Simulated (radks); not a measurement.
The numbers below are computed, except where a source is named.
Task: Species: Ir III. Configuration: [Xe] 4f14 5d7. Code: a radial shooting solver on a logarithmic mesh with Libxc functionals. Model: Dirac Kohn-Sham, exchange-only B88, spin-unpolarised, spherical densities, finite nucleus; open shells are shared between the two j in proportion to 2j + 1; Fermi nuclear charge, rms radius 5.4032 fm. Some entries of the table are withheld. Estimate them.

orbital  occ.  eigenvalue (eV)  <r> (bohr)
1s1/2       2        -76007.19     0.01744
2s1/2       2              (1)         (2)
2p1/2       2        -12746.05     0.06017
2p3/2       4        -11118.06     0.06848
3s1/2       2        -3123.089      0.1899
3p1/2       2        -2873.631      0.1801
3p3/2       4        -2517.197      0.1954
3d3/2       4        -2099.092      0.1705
3d5/2       6        -2022.054      0.1751
4s1/2       2        -678.8764      0.4233
4p1/2       2        -573.4749      0.4266
4p3/2       4        -489.1356      0.4604
4d3/2       4        -315.9996         (3)
4d5/2       6        -300.3448         (4)
5s1/2       2        -114.2090      0.9789
5p1/2       2         -81.0924       1.065
4f5/2       6         -80.1464      0.5316
4f7/2       8         -77.0268      0.5393
5p3/2       4         -67.4914       1.164
5d3/2     2.8         -24.1083       1.604
5d5/2     4.2         -22.8046       1.661
6s1/2       0         -20.7400       2.581
6p1/2       0         -14.4564       3.106
6p3/2       0         -13.1309       3.371

Result: 
(1) 2s1/2 eigenvalue (eV): -13300.79
(2) 2s1/2 <r> (bohr): 0.07297
(3) 4d3/2 <r> (bohr): 0.4719
(4) 4d5/2 <r> (bohr): 0.4832
